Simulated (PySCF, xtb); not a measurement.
CH7ClFNSi2, SMILES [SiH2]([Si@H](Cl)F)NC. One conformer was computed; it need not be the lowest.

Harmonic wavenumbers (cm⁻¹) from GFN2-xTB run with xtb at its own minimum, in rising order: 13, 69, 88, 127, 149, 168, 210, 283, 421, 453, 468, 556, 581, 640, 668, 743, 788, 821, 839, 1064, 1107, 1162, 1363, 1424, 1492, 1502, 2109, 2186, 2254, 2918, 2980, 3040, 3445.

Task: What does B3LYP-D3(BJ)/def2-SVP (PySCF) give at its own minimum? (The exact figures need the calculation; the answer reports its results.)

Result: 29, 44, 85, 123, 158, 194, 253, 276, 418, 436, 525, 561, 700, 768, 790, 820, 853, 908, 968, 1101, 1138, 1146, 1402, 1451, 1467, 1496, 2150, 2224, 2227, 2979, 3056, 3102, 3585. Paired by order, the mean absolute difference is 48 cm⁻¹ and the zero-point energies are 51.6 and 53.5 kcal/mol.
